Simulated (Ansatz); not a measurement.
`N[CH]([SiH3])[SnH3]` + H₂ → `N[CH2][SnH3]` + SiH₄ at 298.15 K and 1 bar (hydrogenolysis of a C–Si bond).

Calculated with Ansatz (gas phase, PBE0-D4/def2-TZVP geometries, no zero-point term in ΔE). CCSD(T)/CBS is the MP2 limit (def2-TZVPP, def2-QZVPP) plus CCSD(T) − MP2 in def2-TZVPP, frozen cores. This one scheme is used for every species. def2 core potentials past Kr. For Sn outer-core shells are correlated without core-valence functions, which leaves a few kJ/mol of doubt a bond. Each species was taken in one conformer, which may not be the lowest.

```tsv
species	CCSD(T)/CBS energy (Eh)	H − E (kJ/mol)	S (J/(mol·K))
`N[CH]([SiH3])[SnH3]`	-601.23040	257.7	377.4
H₂	-1.17544	35.1	130.4
`N[CH2][SnH3]`	-310.95215	213.0	323.2
SiH₄	-291.46306	92.1	204.8
```

H − E and S are ideal-gas, rigid-rotor, harmonic terms from PBE0-D4/def2-TZVP, for one conformer and one mirror image of each species. For small species the MP2-based limit differs from directly extrapolated CCSD(T) by up to some mEh (0.8 for H₂); such offsets cancel only in part. 1 Eh = 2625.50 kJ/mol, R = 8.31446 J/(mol·K).

Q: By hand: ΔE, ΔH, ΔS and ΔG.

A: ΔE = (-310.95215) + (-291.46306) − (-601.23040) − (-1.17544) = -0.00937 Eh = -24.6 kJ/mol. Δ(H − E) = 213.0 + 92.1 − 257.7 − 35.1 = 12.3, so ΔH = -12.3 kJ/mol. ΔS = 323.2 + 204.8 − 377.4 − 130.4 = 20.2 J/(mol·K). ΔG = -12.3 − 298.15 × (20.2)/1000 = -18.3 kJ/mol.

Q: By hand: the equilibrium constant, and the temperature at which ΔG would vanish if ΔH and ΔS stayed fixed.

A: log₁₀ K = −ΔG/(RT ln 10) = 3.2. ΔH and −TΔS have one sign here, so there is no such temperature.

TΔS isn't small against ΔH here. A doubt of 5 kJ/mol in ΔE shifts log₁₀ K by 0.9 here. Other conformers and mirror images would add mixing entropy, several J/(mol·K) or more a flexible species. These are equilibria of isolated gas molecules and say nothing of rates. Largest T1 diagnostic: 0.012 (customary marks: 0.02 for closed shells, 0.045 for open ones).
